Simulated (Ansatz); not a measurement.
Relaxation of Ga12N12 with RKS PBE-D4/def2-SVP.

```sh
$ ansatz run in.yaml --threads 4 --pin off --events-out ev --progress --plain --max-ram 66560MiB --backend cuda --devices 0, --max-vram 37GiB
```

```yaml
crystal:
  periodic: [false, false, false]
  atoms:
    - {symbol: Ga, position_ang: [-0.002680, -1.633870, -3.384160]}
    - {symbol: Ga, position_ang: [-1.450460, -0.838450, -0.894170]}
    - {symbol: Ga, position_ang: [-0.012100, -1.707640, 1.518810]}
    - {symbol: Ga, position_ang: [-1.728420, -0.993940, 3.628600]}
    - {symbol: Ga, position_ang: [-1.414340, 0.812320, -3.383240]}
    - {symbol: Ga, position_ang: [-1.475770, 0.851310, 1.513520]}
    - {symbol: Ga, position_ang: [1.436420, -0.840270, -0.886950]}
    - {symbol: Ga, position_ang: [1.742240, -0.996890, 3.593680]}
    - {symbol: Ga, position_ang: [1.407200, 0.804060, -3.388550]}
    - {symbol: Ga, position_ang: [-0.000580, 1.673300, -0.904770]}
    - {symbol: Ga, position_ang: [1.486450, 0.863390, 1.503330]}
    - {symbol: Ga, position_ang: [0.014020, 1.998260, 3.592710]}
    - {symbol: N, position_ang: [-1.731130, -0.996360, -3.828240]}
    - {symbol: N, position_ang: [-0.005640, -1.931190, -1.447620]}
    - {symbol: N, position_ang: [-1.692710, -0.972470, 1.028460]}
    - {symbol: N, position_ang: [0.002180, -1.925690, 3.410460]}
    - {symbol: N, position_ang: [-1.671120, 0.962850, -1.443100]}
    - {symbol: N, position_ang: [-1.659180, 0.974230, 3.412580]}
    - {symbol: N, position_ang: [1.722340, -1.014190, -3.854150]}
    - {symbol: N, position_ang: [1.676140, -0.971870, 1.038540]}
    - {symbol: N, position_ang: [0.000440, 2.002640, -3.796810]}
    - {symbol: N, position_ang: [1.667160, 0.948860, -1.450280]}
    - {symbol: N, position_ang: [-0.002960, 1.954040, 1.029960]}
    - {symbol: N, position_ang: [1.692510, 0.977580, 3.391380]}
basis:
  gaussian: {orbitals: def2-SVP, fitting: {mean_field: def2-universal-jkfit}}
hamiltonian: {xc: pbe, dispersion: d4}
scf: {lower_state_search: "off"}
output: {orbitals: {seedname: orbitals}}
relax: {f_tol: 0.03, max_steps: 70}
```

Hardware: 4 threads of AMD EPYC 7R13 on a shared host and a share (37 GiB) of an NVIDIA H100 80GB HBM3. Wall time 98 s, peak host memory 1.2 GiB.

Positions (Å) and forces (eV/Å) at steps 1, 2, 3, 4, 5, 6, 7, 8, 9 of 9:

```xyz
24
step=1 energy=-646212.6616 eV
Ga   -0.003   -1.634   -3.384   -0.043    0.235   -0.135
Ga   -1.450   -0.838   -0.894   -0.760   -0.113   -0.160
Ga   -0.012   -1.708    1.519    0.022   -0.554    0.234
Ga   -1.728   -0.994    3.629    0.966    0.592   -0.263
Ga   -1.414    0.812   -3.383    0.018   -0.144    0.312
Ga   -1.476    0.851    1.514   -0.558    0.384    0.043
Ga    1.436   -0.840   -0.887    0.743   -0.206   -0.086
Ga    1.742   -0.997    3.594   -0.969    0.597   -0.314
Ga    1.407    0.804   -3.389    0.026   -0.306    0.245
Ga   -0.001    1.673   -0.905    0.005    0.588   -0.076
Ga    1.486    0.863    1.503    0.487    0.359   -0.077
Ga    0.014    1.998    3.593    0.018   -1.033   -0.269
N    -1.731   -0.996   -3.828   -0.023   -0.170    0.274
N    -0.006   -1.931   -1.448    0.018   -0.678   -0.087
N    -1.693   -0.972    1.028   -0.405   -0.423   -0.343
N     0.002   -1.926    3.410    0.019    0.010    0.371
N    -1.671    0.963   -1.443   -0.657    0.385   -0.143
N    -1.659    0.974    3.413   -0.022   -0.075    0.280
N     1.722   -1.014   -3.854    0.015    0.045    0.264
N     1.676   -0.972    1.039    0.404   -0.436   -0.343
N     0.000    2.003   -3.797    0.001    0.102    0.264
N     1.667    0.949   -1.450    0.650    0.451   -0.096
N    -0.003    1.954    1.030    0.060    0.460   -0.303
N     1.693    0.978    3.391   -0.016   -0.074    0.405
24
step=2 energy=-646213.3073 eV
Ga   -0.003   -1.631   -3.341   -0.018   -0.008   -0.300
Ga   -1.505   -0.844   -0.934   -0.347   -0.177   -0.189
Ga   -0.012   -1.747    1.480   -0.027   -0.278   -0.454
Ga   -1.649   -0.945    3.568    0.372    0.304   -0.217
Ga   -1.427    0.798   -3.299   -0.094    0.150   -0.106
Ga   -1.516    0.867    1.447   -0.322    0.229   -0.499
Ga    1.495   -0.850   -0.924    0.294   -0.204   -0.113
Ga    1.666   -0.951    3.526   -0.367    0.302   -0.240
Ga    1.421    0.793   -3.303    0.121    0.029   -0.136
Ga   -0.001    1.719   -0.937   -0.004    0.366   -0.214
Ga    1.523    0.871    1.438    0.277    0.264   -0.584
Ga    0.013    1.913    3.516    0.019   -0.365   -0.261
N    -1.757   -1.020   -3.704    0.016   -0.215    0.438
N    -0.005   -1.935   -1.413    0.052   -0.324    0.082
N    -1.704   -0.990    0.989   -0.211   -0.295    0.087
N     0.003   -1.976    3.376    0.011    0.169    0.412
N    -1.719    1.003   -1.384   -0.390    0.251    0.110
N    -1.704    1.000    3.350    0.130   -0.169    0.382
N     1.745   -1.026   -3.741   -0.034   -0.079    0.386
N     1.691   -0.995    1.000    0.228   -0.302    0.125
N     0.000    1.998   -3.652   -0.004    0.031    0.566
N     1.716    0.988   -1.386    0.410    0.252    0.137
N     0.000    1.960    0.994    0.036    0.244    0.146
N     1.732    0.999    3.334   -0.149   -0.174    0.444
24
step=3 energy=-646213.9447 eV
Ga   -0.003   -1.647   -3.318    0.000   -0.064   -0.144
Ga   -1.554   -0.863   -0.972   -0.123   -0.182   -0.449
Ga   -0.014   -1.792    1.424   -0.043   -0.050   -0.658
Ga   -1.600   -0.908    3.498    0.084    0.143   -0.256
Ga   -1.456    0.804   -3.241   -0.027    0.250   -0.224
Ga   -1.562    0.885    1.367   -0.106    0.074   -0.719
Ga    1.544   -0.869   -0.951    0.058   -0.171   -0.332
Ga    1.616   -0.916    3.451   -0.078    0.136   -0.300
Ga    1.451    0.798   -3.242    0.022    0.199   -0.242
Ga    0.000    1.765   -0.971   -0.030    0.295   -0.673
Ga    1.567    0.888    1.358    0.100    0.129   -0.745
Ga    0.013    1.867    3.425    0.005    0.007   -0.326
N    -1.781   -1.044   -3.556   -0.041   -0.086    0.563
N    -0.001   -1.952   -1.386    0.091    0.099    0.299
N    -1.722   -1.014    0.961   -0.062   -0.160    0.363
N     0.003   -1.987    3.349   -0.008    0.119    0.178
N    -1.763    1.033   -1.331   -0.153   -0.012    0.577
N    -1.718    1.010    3.301    0.108   -0.142    0.148
N     1.763   -1.039   -3.615    0.025   -0.057    0.463
N     1.709   -1.022    0.981    0.084   -0.162    0.428
N     0.001    2.010   -3.456   -0.009   -0.205    0.886
N     1.763    1.016   -1.329    0.195   -0.077    0.580
N     0.001    1.970    0.969    0.016    0.054    0.417
N     1.742    1.006    3.287   -0.107   -0.139    0.165
24
step=4 energy=-646214.7502 eV
Ga   -0.003   -1.656   -3.287   -0.005   -0.067    0.171
Ga   -1.593   -0.889   -1.003   -0.040   -0.198   -0.654
Ga   -0.016   -1.822    1.355   -0.044    0.000   -0.743
Ga   -1.574   -0.885    3.421    0.078    0.136   -0.482
Ga   -1.486    0.818   -3.184   -0.008    0.261   -0.036
Ga   -1.593    0.895    1.276   -0.050    0.036   -0.937
Ga    1.584   -0.894   -0.970   -0.001   -0.201   -0.559
Ga    1.590   -0.894    3.371   -0.076    0.127   -0.553
Ga    1.479    0.811   -3.185   -0.033    0.248   -0.093
Ga    0.000    1.808   -1.006   -0.045    0.271   -0.990
Ga    1.598    0.901    1.268    0.062    0.089   -0.911
Ga    0.013    1.852    3.330   -0.005    0.047   -0.557
N    -1.800   -1.055   -3.411   -0.125    0.079    0.506
N     0.005   -1.958   -1.349    0.102    0.257    0.507
N    -1.738   -1.035    0.946   -0.015   -0.133    0.598
N     0.002   -1.991    3.305   -0.022    0.068    0.083
N    -1.790    1.042   -1.260   -0.111   -0.180    1.011
N    -1.723    1.017    3.237    0.074   -0.125    0.045
N     1.778   -1.045   -3.489    0.115    0.052    0.446
N     1.724   -1.042    0.977    0.038   -0.116    0.672
N     0.000    2.011   -3.261    0.017   -0.336    0.814
N     1.794    1.023   -1.258    0.140   -0.248    0.997
N     0.002    1.977    0.952    0.011    0.036    0.615
N     1.745    1.011    3.226   -0.059   -0.105    0.050
24
step=5 energy=-646216.3018 eV
Ga   -0.006   -1.655   -3.206   -0.029    0.039    0.555
Ga   -1.642   -0.931   -1.026    0.048   -0.279   -0.688
Ga   -0.018   -1.862    1.238   -0.006   -0.142   -1.028
Ga   -1.547   -0.859    3.281    0.217    0.150   -0.948
Ga   -1.524    0.846   -3.076    0.056    0.073    0.193
Ga   -1.626    0.905    1.132   -0.123    0.094   -1.178
Ga    1.639   -0.937   -0.987   -0.036   -0.296   -0.779
Ga    1.560   -0.869    3.230   -0.222    0.141   -0.978
Ga    1.513    0.835   -3.082   -0.117    0.112    0.145
Ga    0.000    1.855   -1.033   -0.022    0.172   -0.433
Ga    1.634    0.915    1.128    0.139    0.114   -1.113
Ga    0.013    1.843    3.175   -0.017   -0.174   -1.022
N    -1.823   -1.049   -3.233   -0.142    0.277    0.312
N     0.013   -1.957   -1.262    0.016    0.098    0.922
N    -1.758   -1.064    0.945   -0.033   -0.056    0.976
N     0.001   -1.997    3.221   -0.029    0.052    0.094
N    -1.817    1.038   -1.120   -0.035   -0.185    1.254
N    -1.728    1.026    3.127   -0.001   -0.079    0.069
N     1.796   -1.041   -3.314    0.200    0.195    0.398
N     1.744   -1.067    0.982    0.047   -0.031    0.988
N     0.000    1.998   -3.062    0.033   -0.183    0.056
N     1.822    1.016   -1.122    0.027   -0.197    1.214
N     0.004    1.990    0.943    0.007    0.142    0.924
N     1.750    1.020    3.121    0.022   -0.037    0.067
24
step=6 energy=-646217.9832 eV
Ga   -0.006   -1.641   -3.054   -0.002    0.021    0.262
Ga   -1.676   -0.972   -1.013   -0.253   -0.143   -0.192
Ga   -0.014   -1.911    1.090    0.086   -0.316   -0.928
Ga   -1.517   -0.842    3.088    0.247   -0.092   -0.917
Ga   -1.545    0.871   -2.969    0.014   -0.182    0.280
Ga   -1.653    0.922    1.009   -0.248    0.143   -0.211
Ga    1.678   -0.983   -0.993    0.315   -0.077   -0.432
Ga    1.524   -0.848    3.055   -0.247   -0.098   -0.770
Ga    1.528    0.857   -2.982   -0.001   -0.162    0.310
Ga   -0.002    1.891   -1.017    0.066    0.239    0.402
Ga    1.663    0.933    1.008    0.277    0.082   -0.277
Ga    0.012    1.821    3.006   -0.027   -0.476   -0.858
N    -1.838   -1.026   -3.111    0.185    0.231    0.303
N     0.013   -1.970   -1.104   -0.151   -0.451    0.894
N    -1.772   -1.079    0.983   -0.212    0.133    0.580
N    -0.001   -2.007    3.107   -0.019    0.015    0.134
N    -1.826    1.022   -0.985    0.054   -0.014    0.125
N    -1.738    1.033    3.029   -0.120    0.159    0.071
N     1.814   -1.026   -3.164   -0.110    0.156    0.479
N     1.761   -1.079    1.003    0.182    0.103    0.461
N     0.000    1.995   -2.987   -0.044    0.154   -0.244
N     1.830    0.998   -0.994   -0.100    0.064    0.151
N     0.007    2.013    0.969   -0.010    0.322    0.301
N     1.759    1.029    3.027    0.118    0.188    0.076
24
step=7 energy=-646218.3790 eV
Ga   -0.007   -1.655   -2.925   -0.067   -0.331    0.225
Ga   -1.728   -1.007   -0.985   -0.254    0.053    0.615
Ga   -0.003   -1.972    0.944    0.048   -0.125    1.487
Ga   -1.490   -0.851    2.896    0.099    0.111    0.736
Ga   -1.534    0.871   -2.895    0.157    0.300    0.199
Ga   -1.704    0.967    0.953   -0.251    0.135    0.974
Ga    1.726   -1.014   -1.000    0.215    0.035    0.767
Ga    1.495   -0.854    2.897   -0.104    0.101    0.549
Ga    1.519    0.859   -2.907   -0.167    0.385    0.225
Ga    0.002    1.956   -0.971    0.009    0.181    0.177
Ga    1.717    0.968    0.945    0.229    0.031    0.977
Ga    0.009    1.753    2.859    0.001   -0.254    0.849
N    -1.806   -1.006   -3.014    0.158   -0.271    0.073
N    -0.005   -2.052   -0.942   -0.006   -0.073   -1.499
N    -1.806   -1.064    1.029   -0.198   -0.026   -1.487
N    -0.001   -2.024    3.033    0.050   -0.235   -0.321
N    -1.818    1.026   -0.943    0.002   -0.027   -0.775
N    -1.762    1.039    2.991   -0.093    0.057   -0.207
N     1.793   -1.016   -3.022   -0.133   -0.271    0.003
N     1.800   -1.068    1.015    0.190    0.017   -1.275
N    -0.006    2.026   -2.982    0.042   -0.064    0.046
N     1.819    1.012   -0.955   -0.018    0.042   -0.783
N     0.008    2.069    0.992    0.005    0.223   -1.311
N     1.781    1.037    2.990    0.088    0.006   -0.246
24
step=8 energy=-646218.6258 eV
Ga   -0.011   -1.735   -2.887    0.011    0.002    0.025
Ga   -1.736   -0.998   -0.966    0.008    0.033    0.013
Ga   -0.001   -2.001    0.975    0.000    0.056   -0.023
Ga   -1.492   -0.857    2.887   -0.073   -0.068    0.003
Ga   -1.496    0.866   -2.891   -0.087   -0.011    0.064
Ga   -1.736    1.009    0.973    0.088   -0.053   -0.018
Ga    1.728   -1.004   -0.972   -0.016    0.023    0.001
Ga    1.500   -0.862    2.885    0.074   -0.066   -0.028
Ga    1.487    0.862   -2.895    0.080   -0.036    0.043
Ga    0.001    1.987   -0.966   -0.002    0.037    0.032
Ga    1.746    1.003    0.967   -0.092   -0.063   -0.027
Ga    0.009    1.723    2.885    0.003    0.101   -0.041
N    -1.786   -1.024   -2.985    0.022   -0.001    0.007
N    -0.006   -2.093   -0.960    0.002   -0.003   -0.135
N    -1.825   -1.051    0.972    0.057    0.060    0.031
N     0.002   -2.051    2.987   -0.004    0.028    0.062
N    -1.819    1.048   -0.964    0.043   -0.009   -0.074
N    -1.773    1.032    2.985    0.019    0.012    0.071
N     1.766   -1.031   -2.994   -0.012    0.018    0.026
N     1.825   -1.056    0.968   -0.059    0.052   -0.002
N    -0.003    2.057   -2.981    0.009   -0.013   -0.048
N     1.819    1.040   -0.970   -0.039    0.001   -0.079
N     0.008    2.110    0.969   -0.010   -0.116   -0.006
N     1.790    1.026    2.977   -0.023    0.016    0.102
24
step=9 energy=-646218.6337 eV
Ga   -0.009   -1.730   -2.891    0.000   -0.005   -0.009
Ga   -1.733   -0.995   -0.968    0.004   -0.009   -0.005
Ga   -0.002   -1.992    0.973    0.001   -0.013    0.007
Ga   -1.495   -0.861    2.896    0.004    0.006    0.017
Ga   -1.505    0.866   -2.889    0.006   -0.003   -0.015
Ga   -1.724    1.001    0.975   -0.004    0.001    0.015
Ga    1.725   -1.001   -0.975   -0.005   -0.005   -0.006
Ga    1.504   -0.867    2.889   -0.004    0.008    0.018
Ga    1.495    0.860   -2.896   -0.003   -0.001   -0.009
Ga    0.002    1.992   -0.973    0.001    0.006   -0.011
Ga    1.732    0.995    0.967    0.006    0.001    0.014
Ga    0.009    1.733    2.890    0.003   -0.007    0.019
N    -1.786   -1.025   -2.986    0.005    0.009    0.001
N    -0.006   -2.093   -0.968    0.001    0.003    0.004
N    -1.814   -1.043    0.974    0.003    0.002   -0.006
N     0.002   -2.050    2.992    0.000    0.004   -0.010
N    -1.814    1.049   -0.966    0.002    0.004   -0.006
N    -1.769    1.031    2.993    0.002   -0.001   -0.005
N     1.771   -1.032   -2.994   -0.009    0.005   -0.002
N     1.814   -1.050    0.966   -0.001    0.002    0.002
N    -0.002    2.049   -2.991   -0.002   -0.005    0.000
N     1.814    1.042   -0.974   -0.004    0.005   -0.002
N     0.006    2.095    0.967    0.000   -0.004    0.003
N     1.786    1.025    2.987   -0.006   -0.005   -0.012
```

Single mean-field runs in def2-SVP are fitted with def2-universal-jkfit. Another isomer (singlet) lies 4.27 eV lower at PBE0-D4/def2-TZVP; other spin states weren't run for this one.
